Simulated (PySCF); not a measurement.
## Energy of Sc (scandium, neutral) between two integer charges

The 4s beta orbital of [Ar] 3d1 4s2 is emptied in steps (occupation f), with all orbitals relaxed, ending at [Ar] 3d1 4s1. Calculation: PySCF 2.14, in x2c-TZVPall (6s5p4d1f, 48 functions); the spin-free X2C one-electron Hamiltonian (Gaussian nucleus). The exact energy is a straight line in f; departures are measured from the line between the end points of the same method.

```json
{"f": "1", "PBE0 (eV)": "0.000", "r2SCAN (eV)": "0.000", "LC-wPBE (eV)": "0.000"}
{"f": "0.75", "PBE0 (eV)": "-0.322", "r2SCAN (eV)": "-0.391", "LC-wPBE (eV)": "0.053"}
{"f": "0.5", "PBE0 (eV)": "-0.422", "r2SCAN (eV)": "-0.498", "LC-wPBE (eV)": "0.083"}
{"f": "0.25", "PBE0 (eV)": "-0.299", "r2SCAN (eV)": "-0.332", "LC-wPBE (eV)": "0.079"}
{"f": "0", "PBE0 (eV)": "0.000", "r2SCAN (eV)": "0.000", "LC-wPBE (eV)": "0.000"}
```

Q: For PBE0, how does the orbital energy at f = 1 compare with the removal energy?

A: −ε = 4.604 eV against a total-energy difference of 6.329 eV. By Janak's theorem ε = ∂E/∂f, so the gap between them reflects the curvature. Along the path −ε is 5.483 (f = 0.75), 6.375 (f = 0.5), 7.250 (f = 0.25) eV.

| method | E(f=0) − E(f=1) (eV) | −ε at f=1 (eV) | −ε at f=0.5 (eV) |
| --- | --- | --- | --- |
| PBE0 | 6.329 | 4.604 | 6.375 |
| r2SCAN | 6.126 | 3.997 | 6.262 |
| LC-wPBE | 6.076 | 6.334 | 6.143 |

Reference removal energy between the ground levels: 6.561 eV (measured; NIST Atomic Spectra Database, ionization energies). The calculation has no spin-orbit coupling.
